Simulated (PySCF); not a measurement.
I$_{5}$Ta, charge -1, doublet, geometry from GFN2-xTB (such geometries of metal compounds can be far from the true shape) (the multiplicity is a formal guess) (core potentials on I, Ta); DF-B3LYP/def2-SV(P) (PySCF).

Input for PySCF:
```python
from pyscf import gto, scf, dft

mol = gto.M(
    atom='''
Ta   -0.00000000    0.00000000   -0.00000000
I     2.31212097   -0.45006910   -1.48525891
I     1.27566141   -1.07167821    2.31058217
I    -1.27566141    1.07167821   -2.31058217
I    -1.95612288   -1.97514299    0.16386900
I    -0.35599809    2.42521209    1.32138991
''',
    basis='def2-sv(p)',
    ecp={'I': 'def2-sv(p)', 'Ta': 'def2-sv(p)'},
    charge=-1,
    spin=1,
    verbose=5,
)

mf = dft.UKS(mol)
mf.xc = 'b3lyp'
mf = mf.density_fit(auxbasis='def2-universal-jkfit')
mf.kernel()
```

### Question
What does PySCF print? Leave out banner, timings and long lists.

### Answer

```
PySCF version 2.14.0

[INPUT] verbose = 5
[INPUT] max_memory = 4000
[INPUT] num. atoms = 6
[INPUT] num. electrons = 139
[INPUT] charge = -1
[INPUT] spin (= nelec alpha-beta = 2S) = 1
[INPUT] symmetry False subgroup None
[INPUT] Mole.unit = angstrom
[INPUT] Symbol           X                Y                Z      unit          X                Y                Z       unit  Magmom
[...]
[INPUT] ---------------- BASIS SET ----------------
[INPUT] l, kappa, [nprim/nctr], expnt,             c_1 c_2 ...
[INPUT] Ta
[...]
                                12                -1.6510077975
[...]
                                5.69841           -0.46968874449
                                1.177721196       0.50905100155
                                0.54478533555     0.52298161137
[...]
                                1.4528884813      0.18558319471
                                0.61042908544     0.42959071631
                                0.2421627651      0.434972282315
[...]
[INPUT] I
[...]
                                1.7625986449      0.35271525193
[...]
                                23.336842412      -0.14989397324
                                19.583446104      0.36436474913
                                8.5112089186      -0.75538138199
                                2.1996161861      0.82816359356
                                1.0668970454      0.4216104811
[...]
                                10.558754576      -0.3837037278
                                1.5015895485      0.83554174719
                                0.64597173095     0.16787259488
[...]
                                15.616239482      -0.0050768108881
                                4.5266002139      0.29151065356
                                2.0529808766      0.51145783605
                                0.87640281623     0.31232025297
[...]
nuclear repulsion = 1067.94224774367
number of shells = 61
number of NR pGTOs = 355
number of NR cGTOs = 155
basis = def2-sv(p)
ecp = {'I': 'def2-sv(p)', 'Ta': 'def2-sv(p)'}

******** <class 'pyscf.df.df_jk.DFUKS'> ********
method = DFUKS
initial guess = minao
damping factor = 0
level_shift factor = 0
DIIS = <class 'pyscf.scf.diis.CDIIS'>
diis_start_cycle = 1
diis_space = 8
diis_damp = 0
SCF conv_tol = 1e-09
SCF conv_tol_grad = None
SCF max_cycles = 50
direct_scf = False
number electrons alpha = 70  beta = 69
XC library pyscf.dft.libxc version 7.1.2
    S. Lehtola, C. Steigemann, M. J. T. Oliveira, and M. A. L. Marques,  SoftwareX 7, 1–5 (2018)
XC functionals = b3lyp
    P. J. Stephens, F. J. Devlin, C. F. Chabalowski, and M. J. Frisch,  J. Phys. Chem. 98, 11623 (1994)
radial grids:
    Treutler-Ahlrichs [JCP 102, 346 (1995); DOI:10.1063/1.469408] (M4) radial grids

becke partition: Becke, JCP 88, 2547 (1988); DOI:10.1063/1.454033
pruning grids: <function nwchem_prune>
grids dens level: 3
symmetrized grids: False
atomic radii adjust function: <function treutler_atomic_radii_adjust>
small_rho_cutoff = 0
Set gradient conv threshold to 3.16228e-05
Density of valence part of ANO basis will be used as initial guess for Ta
Density of valence part of ANO basis will be used as initial guess for I
atom Ta rad-grids = 100, ang-grids = [ 50  50  50  50  50  50  50  50  50  50  50  50  50  50  50  50  50  50
  50  50  50  50  50  50  50  50  50  50  50  86  86  86  86  86  86  86
  86  86  86  86  86  86  86  86  86 350 350 350 350 350 350 350 350 350
 350 350 434 434 434 434 434 434 434 434 434 434 434 434 434 434 434 434
 434 434 434 434 434 434 434 350 350 350 350 350 350 350 350 350 350 350
 350 350 350 350 350 350 350 350 350 350]
atom I rad-grids = 95, ang-grids = [ 50  50  50  50  50  50  50  50  50  50  50  50  50  50  50  50  50  50
  50  50  50  50  50  50  50  50  50  50  50  50  86  86  86  86  86  86
  86  86  86  86  86  86  86  86  86  86 350 350 350 350 350 350 350 350
 350 350 350 434 434 434 434 434 434 434 434 434 434 434 434 434 434 434
 434 434 434 434 434 434 434 434 350 350 350 350 350 350 350 350 350 350
 350 350 350 350 350]
tot_boxes 4096, boxes in each direction [14 14 14]
Padding 2 grids
tot grids = 133800
nelec by numeric integration = [64.43672742 64.43672742]
******** <class 'pyscf.df.df.DF'> ********
auxbasis = def2-universal-jkfit
num shells = 275, num cGTOs = 1317
size of aux basis 1317
int3c2e [1/1], AO [0:61], nrow = 12090
E1 = -4301.540014517492  E2 = 1860.3476693664556  Ecoul = 1961.4827162710785  Exc = -101.13504690462275
init E= -1373.25009740737
cond(S) = 616.5711463088182

  alpha mo_energy =
[-1.01433896e+01 -1.01433179e+01 -1.01362321e+01 -1.01359325e+01
 -1.01359317e+01 -8.08528230e+00 -8.08517231e+00 -8.08037727e+00
 -8.08037643e+00 -8.08032976e+00 -8.08032892e+00 -8.07823658e+00
 -8.07823585e+00 -8.07819642e+00 -8.07365774e+00 -8.07351687e+00
 -8.07351573e+00 -8.07234234e+00 -8.07234175e+00 -8.07226235e+00
 -4.98463247e+00 -4.98335144e+00 -4.98163008e+00 -4.98161463e+00
 -4.98080476e+00 -4.98078923e+00 -4.97721792e+00 -4.97675418e+00
 -4.97674775e+00 -4.97601139e+00 -4.97600207e+00 -4.97586169e+00
 -4.97585216e+00 -4.97467607e+00 -4.97466906e+00 -4.97453602e+00
 -4.97388786e+00 -4.97388000e+00 -4.97280666e+00 -4.96864483e+00
 -4.96841725e+00 -4.96841029e+00 -4.96834668e+00 -4.96834009e+00
 -4.96830877e+00 -4.79049788e+00 -3.51592088e+00 -3.51039854e+00
 -3.51039753e+00 -2.79145733e+00 -2.77342337e+00 -2.76962737e+00
 -2.76906844e+00 -2.76906823e+00 -2.27088293e+00 -2.23909383e+00
 -2.22780636e+00 -2.22780595e+00 -2.21565290e+00 -2.20819088e+00
 -2.20819035e+00 -2.18409757e+00 -2.18409682e+00 -2.17422812e+00
 -2.17251363e+00 -2.17251306e+00 -2.16752462e+00 -2.16752383e+00
 -2.16660152e+00 -2.04479557e+00 -2.04479488e+00 -2.01430548e+00
 -2.01430507e+00 -1.99479336e+00 -1.88002758e+00 -1.61892698e+00
 -1.61892638e+00 -1.61652090e+00 -1.51110490e+00 -1.51110371e+00
 -1.48076523e+00 -1.46806732e+00 -1.46806680e+00 -1.44306597e+00
 -1.43579854e+00 -1.40696433e+00 -1.40696411e+00 -1.39591234e+00
[...]
  1.88444000e+01  1.88452026e+01  1.88776282e+01  1.88816396e+01
  1.89190286e+01  1.89226905e+01  1.89439563e+01  1.89731677e+01
  5.61250436e+01  5.61316477e+01  5.61806744e+01  5.62186370e+01
  5.62278469e+01  6.98457611e+01  6.41673475e+02]
multiplicity <S^2> = 0.75784828  2S+1 = 2.0078329
nelec by numeric integration = [70.00000103 69.00000101]
E1 = -4839.449946890541  E2 = 2225.17367390509  Ecoul = 2343.8246406160906  Exc = -118.65096671100065
cycle= 35 E= -1546.33402524178  delta_E= -8.54e-10  |g|= 1.13e-06  |ddm|= 0.00369
  alpha mo_energy =
[-6.71972061e+00 -6.71011277e+00 -6.71010199e+00 -6.68964962e+00
 -6.68963710e+00 -4.74134085e+00 -4.73554867e+00 -4.73370994e+00
 -4.73152313e+00 -4.73151176e+00 -4.72652404e+00 -4.72651293e+00
 -4.72368329e+00 -4.72367236e+00 -4.71014703e+00 -4.71013477e+00
 -4.70589384e+00 -4.70588155e+00 -4.70424625e+00 -4.70423365e+00
 -2.67421764e+00 -1.79025700e+00 -1.78842931e+00 -1.78691566e+00
 -1.78174682e+00 -1.78166964e+00 -1.78053669e+00 -1.78050361e+00
 -1.77913997e+00 -1.77912691e+00 -1.77673980e+00 -1.77673337e+00
 -1.77227439e+00 -1.77225781e+00 -1.77203716e+00 -1.77202638e+00
 -1.75903814e+00 -1.75901455e+00 -1.75776181e+00 -1.75774656e+00
 -1.75633605e+00 -1.75632026e+00 -1.75255313e+00 -1.75254193e+00
 -1.75244521e+00 -1.75243183e+00 -1.42214486e+00 -1.41563216e+00
 -1.41270882e+00 -5.71359470e-01 -5.61204878e-01 -5.57094385e-01
 -5.39455106e-01 -5.36444237e-01 -2.43077532e-01 -2.04894861e-01
 -1.98842761e-01 -1.92850803e-01 -1.88729366e-01 -1.84327775e-01
 -1.74040038e-01 -1.69880540e-01 -1.66858980e-01 -1.44024017e-01
 -1.26541195e-01 -1.25125135e-01 -1.24207474e-01 -1.14982201e-01
 -1.13582568e-01 -6.89890678e-02 -4.88705195e-03  1.09950118e-02
  1.13920194e-02  7.40405272e-02  1.23833027e-01  1.69967280e-01
  1.82275573e-01  1.83794789e-01  1.96301366e-01  3.05097902e-01
  3.05766607e-01  3.33726845e-01  3.37450182e-01  3.57258449e-01
  4.38506326e-01  4.44189366e-01  4.48663906e-01  4.62604533e-01
  4.73286670e-01  4.87921966e-01  4.89346500e-01  4.89905477e-01
  4.93538905e-01  4.95309196e-01  4.98443982e-01  5.00391946e-01
  5.19814901e-01  5.22183221e-01  5.22578411e-01  5.22946022e-01
  5.24943454e-01  5.38837358e-01  5.44526651e-01  5.47387712e-01
  5.54838509e-01  5.55017957e-01  5.63266413e-01  5.76494240e-01
  5.77597974e-01  5.79382026e-01  5.80019136e-01  5.96236239e-01
  5.97104768e-01  6.36975329e-01  6.40847214e-01  6.42804098e-01
  6.56731942e-01  7.05032941e-01  7.08589794e-01  7.30940928e-01
  7.31498153e-01  7.59289016e-01  7.64713667e-01  8.31098354e-01
  8.32228386e-01  8.39120532e-01  8.40606318e-01  8.84747004e-01
  9.22975804e-01  1.18282497e+00  1.19160729e+00  1.19538743e+00
  1.61357845e+00  1.86586697e+01  1.86627399e+01  1.87429111e+01
  1.87659457e+01  1.87666116e+01  1.87897288e+01  1.88153166e+01
  1.88444514e+01  1.88453346e+01  1.88776755e+01  1.88811713e+01
  1.89191881e+01  1.89226394e+01  1.89438755e+01  1.89733144e+01
  5.61250206e+01  5.61316476e+01  5.61806865e+01  5.62186629e+01
  5.62278494e+01  6.98798724e+01  6.41789920e+02]
  beta  mo_energy =
[-6.71984050e+00 -6.71012377e+00 -6.71011281e+00 -6.68957131e+00
 -6.68955904e+00 -4.74150573e+00 -4.73566635e+00 -4.73378305e+00
 -4.73169331e+00 -4.73168190e+00 -4.72660332e+00 -4.72659214e+00
 -4.72346597e+00 -4.72345462e+00 -4.71024356e+00 -4.71023159e+00
 -4.70596506e+00 -4.70595297e+00 -4.70384663e+00 -4.70383429e+00
 -2.65408867e+00 -1.79042425e+00 -1.78859723e+00 -1.78705223e+00
 -1.78184960e+00 -1.78177305e+00 -1.78069994e+00 -1.78067028e+00
 -1.77932387e+00 -1.77931085e+00 -1.77669205e+00 -1.77668535e+00
 -1.77217964e+00 -1.77216275e+00 -1.77191172e+00 -1.77190042e+00
 -1.75912627e+00 -1.75910728e+00 -1.75791180e+00 -1.75789664e+00
 -1.75613390e+00 -1.75611869e+00 -1.75234725e+00 -1.75233632e+00
 -1.75219536e+00 -1.75218218e+00 -1.41180923e+00 -1.38079414e+00
 -1.37813267e+00 -5.71828216e-01 -5.61229299e-01 -5.57098129e-01
 -5.38876335e-01 -5.35924382e-01 -2.39725925e-01 -2.01352421e-01
 -1.95836195e-01 -1.89989175e-01 -1.82316401e-01 -1.72949746e-01
 -1.72652526e-01 -1.69526921e-01 -1.66461638e-01 -1.44857779e-01
 -1.26198369e-01 -1.25039550e-01 -1.21791467e-01 -1.14724491e-01
 -1.09883790e-01  8.62302287e-03  2.25441340e-02  2.38281413e-02
  3.33606991e-02  8.12618420e-02  1.31237323e-01  1.73515048e-01
  1.83236233e-01  1.85796307e-01  1.97778702e-01  3.07557843e-01
  3.09357907e-01  3.41090183e-01  3.52653695e-01  3.58427547e-01
  4.43278090e-01  4.44801977e-01  4.50300723e-01  4.62720225e-01
  4.73511114e-01  4.87865802e-01  4.89817241e-01  4.90000533e-01
  4.94566332e-01  4.95426015e-01  4.98937077e-01  5.03057264e-01
  5.19318157e-01  5.21712569e-01  5.21751930e-01  5.23483165e-01
  5.25440183e-01  5.39508232e-01  5.44621085e-01  5.47740733e-01
  5.55293469e-01  5.55877540e-01  5.62928161e-01  5.77098911e-01
  5.78581760e-01  5.80325337e-01  5.80854575e-01  5.96314831e-01
  5.98733893e-01  6.36945459e-01  6.40978033e-01  6.43696044e-01
  6.57717038e-01  7.05215775e-01  7.09826398e-01  7.30761379e-01
  7.32269986e-01  7.60650231e-01  7.65584452e-01  8.32272007e-01
  8.33142967e-01  8.39955404e-01  8.44768573e-01  8.88832374e-01
  9.24485783e-01  1.19656217e+00  1.19739865e+00  1.21182861e+00
  1.62633279e+00  1.86586345e+01  1.86631824e+01  1.87427738e+01
  1.87662082e+01  1.87664876e+01  1.87895704e+01  1.88153184e+01
  1.88444000e+01  1.88452028e+01  1.88776281e+01  1.88816397e+01
  1.89190285e+01  1.89226906e+01  1.89439563e+01  1.89731677e+01
  5.61250434e+01  5.61316480e+01  5.61806745e+01  5.62186370e+01
  5.62278469e+01  6.98457614e+01  6.41673475e+02]
multiplicity <S^2> = 0.75784822  2S+1 = 2.0078329
nelec by numeric integration = [70.00000103 69.00000101]
E1 = -4839.449929630377  E2 = 2225.1736566449035  Ecoul = 2343.8246234803737  Exc = -118.65096683547023
Extra cycle  E= -1546.33402524181  delta_E= -2.23e-11  |g|= 1.42e-06  |ddm|= 5.65e-06
converged SCF energy = -1546.33402524181  <S^2> = 0.75784822  2S+1 = 2.0078329
```
